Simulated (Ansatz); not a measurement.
Harmonic frequencies (cm⁻¹) at PBE0-D4/def2-TZVP from Ansatz: 125, 219, 220, 404, 502, 514, 637, 670, 745, 890, 1124, 1141, 1204, 2223, 2257.

Question: Which molecule is it?
A. `[CH2][Si](F)(F)F`•
B. `N[SiH2][O]`•
C. `OB(O)[Se]`•
D. `FC(F)(F)[SiH2]`•

Answer: D.
